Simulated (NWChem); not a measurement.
System: BNH$_{4}$O; SMILES NBO

```xyz
7

B     -0.4972    -0.0535     0.0000
H     -1.7071    -0.0715     0.0000
O      0.1342    -1.2641     0.0000
H      1.0944    -1.2036     0.0000
N      0.1698     1.1849     0.0000
H     -0.3387     2.0574     0.0000
H      1.1747     1.3041     0.0000
```
Atoms are numbered in this order, from 1.

All runs use the structure optimised with PBE0/def2-SVP. B3LYP is NWChem's, with the RPA form of VWN correlation.

Symmetry labels are those of Cs in the frame above (b1 and b2, or b-type labels, depend on it). States above −ε(HOMO) = 7.8 eV lie in this functional's continuum and hang on the basis.

Question: List the 4 lowest vertical singlet excitations from B3LYP/def2-SVPD, TDA (NWChem).

Answer: 
```
state  energy (eV)  oscillator strength  symmetry  leading excitation (squared amplitude)
-----  -----------  -------------------  --------  --------------------------------------
S1            6.57                0.012        a"                      HOMO → LUMO (0.99)
S2            7.60                0.026        a"                    HOMO → LUMO+1 (0.98)
S3            8.16                0.002        a"                    HOMO → LUMO+3 (0.95)
S4            8.18                0.019        a'                    HOMO−1 → LUMO (0.75)
```
